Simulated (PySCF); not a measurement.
C7H10OSi2, SMILES c1(ccccc1)[SiH2][SiH2]C=O (GFN2-xTB optimised geometry):

```
20

O      1.561    -3.359     0.759
C      0.860    -3.603     1.709
Si    -0.871    -2.805     1.953
Si    -1.347    -1.637     0.010
C     -0.403     0.001     0.000
C     -1.060     1.227     0.005
C     -0.353     2.416     0.006
C      1.032     2.398     0.004
C      1.702     1.186     0.000
C      0.990     0.001     0.000
H      1.230    -4.316     2.478
H     -1.735    -3.936     2.315
H     -0.710    -2.028     3.191
H     -0.986    -2.393    -1.197
H     -2.783    -1.324    -0.091
H     -2.141     1.249     0.004
H     -0.881     3.359     0.008
H      1.586     3.325     0.005
H      2.783     1.166    -0.002
H      1.522    -0.941    -0.003
```

Calculation: B3LYP/def2-SVP (PySCF).

Question: What are the frontier orbital energies and the dipole moment?

Answer: HOMO-2 -7.11 eV, HOMO-1 -7.05 eV, HOMO -6.67 eV, LUMO -1.56 eV, LUMO+1 -0.68 eV; dipole moment 1.60 D.

Meta-Löwdin charges at B3LYP/def2-SVP: O1 -0.35, C2 0.09, Si3 0.33, Si4 0.40, C5 -0.21, C6 -0.09, C7 -0.10, C8 -0.09, C9 -0.10, C10 -0.10, H11 0.06, H12 -0.09, H13 -0.08, H14 -0.08, H15 -0.10, H16 0.10, H17 0.10, H18 0.10, H19 0.10, H20 0.11.
